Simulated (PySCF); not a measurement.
beryllium hydride (HBe), doublet, at a GFN2-xTB geometry (such geometries of metal compounds can be far from the true shape), atoms displaced at random by about 0.08 Å a coordinate. Base run: PySCF with TPSS/STO-3G, gradient.

Here is a job for PySCF.
```python
from pyscf import gto, scf, dft

mol = gto.M(
    atom='''
Be   -0.071141   -0.123524   -0.218596
H     0.023773    0.006485    1.009580
''',
    basis='sto-3g',
    charge=0,
    spin=1,
    verbose=4,
)

mf = dft.UKS(mol)
mf.xc = 'tpss'
mf.kernel()
g = mf.nuc_grad_method()
grad = g.kernel()
```

The coordinate followed is y of atom 2.

The base run was repeated with changes; each row names its change, and settings that it needs were set with it.

```
change                                                  dE/dx (Eh/bohr)  net force (Eh/bohr)
------------------------------------------------------  ---------------  -------------------
base                                                          -0.003840             0.000003
conv_tol = 1e-4                                               -0.003840             0.000003
grids.level = 0; grid_response = on                           -0.003785             0.000000
grids.level = 0; grid_response = off                          -0.004830             0.001642
density fitting = on; auxbasis_response = off                 -0.003846             0.002277
conv_tol = 1e-6                                               -0.003840             0.000003
finite difference step (bohr) = 0.2; conv_tol = 1e-11         -0.003601                    -
grid_response = on                                            -0.003843             0.000000
grids.level = 5; grid_response = off                          -0.003841             0.000003
grids.level = 1; grid_response = on                           -0.003847             0.000000
density fitting = on                                          -0.003842             0.000003
finite difference step (bohr) = 1e-4; conv_tol = 1e-11        -0.003843                    -
```

The net force is zero for an exact gradient.

Open shells are given as the SCF converged; they aren't shown to be the lowest states, and a large step between rows can be another state.
